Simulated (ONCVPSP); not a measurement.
**Logarithmic derivatives: neodymium, ONCV**

- Element: neodymium (Nd)
- Generator: ONCVPSP 4.0.1
- Type: optimised norm-conserving Vanderbilt (ONCV)
- Functional: PW91
- Relativity: non-relativistic
- Frozen core: [Kr] 4d10
- Valence charge: 14
- Reference configuration: 4f3.5 5s2 5p6 5d0.5 6s2
- Partial waves: 5s+6s: rc 2.55 bohr, ncon 3, nbas 7, qcut 3.9 1/bohr, 2 projectors; 5p: rc 2.25 bohr, ncon 4, nbas 8, qcut 6.5 1/bohr, 3 projectors, debl 3.9 Ha; 5d: rc 3.60 bohr, ncon 5, nbas 10, qcut 3.6 1/bohr, 2 projectors, debl 0.4 Ha; 4f: rc 0.90 bohr, ncon 5, nbas 9, qcut 22 1/bohr, 2 projectors, debl 2.35 Ha
- Local potential: polynomial inside 0.70 bohr (lpopt 3, dvloc0 0 Ha)
- Core correction: Teter function, fcfact 4, rcfact 1.8

The phase is arctan(r·R′/R) of the radial function R(r), unwrapped; energies in Ha, scanned from -3 to 5 Ha. A pole is an energy at which the radial function vanishes at the test radius. The pseudo phase is shifted by a multiple of π to meet the all-electron one at the reference energy, and phase errors are pseudo minus all-electron; the curves can meet again beyond the range given. Levels narrower than the energy grid can be missing from the lists of poles. Where the grid stepped over a known ghost or core level, its pole and its step of π were put in at the level’s energy.

Question: For each channel, where are the poles, and over which energies does the pseudopotential scatter like the atom?

Answer:

```tsv
channel	radius (bohr)	reference energy (Ha)	poles, all-electron	poles, pseudo	unbroken range about the reference energy with phases within 0.05 rad	phase error 1 Ha above the reference energy (rad)
s	2.59	-0.13	-1.24, 2.66	-1.24, 1.69, 3.26	below 1.4	-0.024
p	2.28	-0.85	-0.29, 4.97	-0.29, 4.97	below -0.2	+0.000
d	3.66	-0.11	0.05, 1.70, 4.37	-2.02, 0.05, 1.74, 4.73	-2.0 to 2.4	+0.003
f	0.91	-0.28	3.27	3.27	the whole range	+0.000
```

Note: ghosts flagged at negative energy: s at -389.9 eV, d at -54.9 eV, p at -5.4 eV; no localised positive-energy state flagged. A true bound ghost makes a file unfit for plane-wave use.

Phases in the d channel:

```tsv
E (Ha)	all-electron	pseudo
-2.98	1.443	4.585
-2.76	1.437	4.579
-2.54	1.431	4.572
-2.32	1.423	4.565
-2.10	1.414	4.555
-1.88	1.403	1.403
-1.66	1.390	1.390
-1.44	1.373	1.373
-1.22	1.350	1.350
-1.00	1.317	1.317
-0.78	1.265	1.265
-0.56	1.161	1.161
-0.34	0.803	0.803
-0.12	-1.115	-1.115
0.10	-1.639	-1.639
0.32	-1.888	-1.888
0.54	-2.477	-2.476
0.76	-3.975	-3.971
0.98	-4.426	-4.423
1.20	-4.570	-4.567
1.42	-4.646	-4.642
1.64	-4.699	-4.693
1.86	-4.745	-4.736
2.08	-4.794	-4.779
2.30	-4.864	-4.832
2.52	-5.003	-4.916
2.74	-5.577	-5.109
2.96	-7.254	-6.005
3.18	-7.605	-7.337
3.40	-7.711	-7.607
3.62	-7.764	-7.703
3.84	-7.798	-7.754
4.06	-7.824	-7.787
4.28	-7.846	-7.813
4.50	-7.866	-7.833
4.72	-7.887	-7.853
4.94	-7.910	-7.872
```
